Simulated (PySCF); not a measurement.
## UHF on Pr (praseodymium, neutral)

Configuration: [Xe] 4f3 6s2, one real determinant. Calculation: PySCF 2.14, in x2c-TZVPPall (11s7p7d4f2g, 113 functions); the spin-free X2C one-electron Hamiltonian (Gaussian nucleus).

```json
{"Total energy": "-9233.018145 hartree", "One-electron energy": "-12608.3647 hartree", "Hartree (Coulomb) energy": "3590.7400 hartree", "Exchange energy": "-215.3935 hartree", "⟨S²⟩": "3.7537", "⟨L²⟩": "34.030", "Sum of ⟨r⟩": "44.62 bohr", "Sum of ⟨r²⟩": "96.91 bohr²", "Traceless quadrupole moment −½Σ⟨3z² − r²⟩ along its main axis": "-0.00366 e·bohr²", "Langevin diamagnetic susceptibility": "-76.8 ×10⁻⁶ cm³/mol"}
```

```
shell  electrons  mean orbital energy (hartree)  spread (hartree)  rms radius, mean of both spins (bohr)
 1s α          1                    -1550.46076                 0                                 0.0275
 1s β          1                    -1550.46027                 0                                 0.0275
 2s α          1                     -253.49341                 0                                  0.111
 2s β          1                     -253.49317                 0                                  0.111
 2p α          3                     -226.82185           0.00148                                 0.0998
 2p β          3                     -226.82170           0.00152                                 0.0998
 3s α          1                      -56.41116                 0                                  0.290
 3s β          1                      -56.36501                 0                                  0.290
 3p α          3                      -47.74900           0.00536                                  0.290
 3p β          3                      -47.69672           0.00958                                  0.290
 3d α          5                      -35.45428           0.01200                                  0.268
 3d β          5                      -35.39824           0.01147                                  0.268
 4s α          1                      -12.00752                 0                                  0.661
 4s β          1                      -11.86288                 0                                  0.661
 4p α          3                       -9.08022           0.00385                                  0.702
 4p β          3                       -8.91690           0.01802                                  0.702
 4d α          5                       -4.76351           0.05705                                  0.786
 4d β          5                       -4.54490           0.02870                                  0.786
 5s α          1                       -1.83008                 0                                   1.63
 5s β          1                       -1.75769                 0                                   1.63
 5p α          3                       -1.02205           0.00297                                   1.91
 5p β          3                       -0.96426           0.00915                                   1.91
 4f α          3                       -0.38800           0.00731                                   1.22
 6s α          1                       -0.17342                 0                                   5.19
 6s β          1                       -0.16950                 0                                   5.19
```

⟨L²⟩ = 34.03 against 42 for a pure I term, so this real determinant mixes terms. Spin-orbit coupling, absent here, splits the open shell strongly.

Densities and radii are taken from the X2C orbitals without a picture-change correction, which distorts them close to the nucleus.

Spin-orbit constants ζ (cm⁻¹) from the X2C one-electron operator on these orbitals: bare nucleus, nucleus screened by l(l+1)(2l+1)/3 electrons, and screened by the Breit-Pauli mean field of the electrons.

| shell | bare | screened nucleus | mean field |
| --- | --- | --- | --- |
| 2p | 2528000 | 2442000 | n/a |
| 3p | 506400 | 489200 | n/a |
| 3d | 78510 | 65200 | n/a |
| 4p | 106700 | 103000 | n/a |
| 4d | 13450 | 11170 | n/a |
| 4f | 1548 | 813.5 | n/a |
| 5p | 14020 | 13540 | n/a |

To first order the Landé constant is A = 271.2 cm⁻¹, so the lowest level has J = 9/2 and lies 0.353 eV below the centre of the term. This holds in LS coupling only.
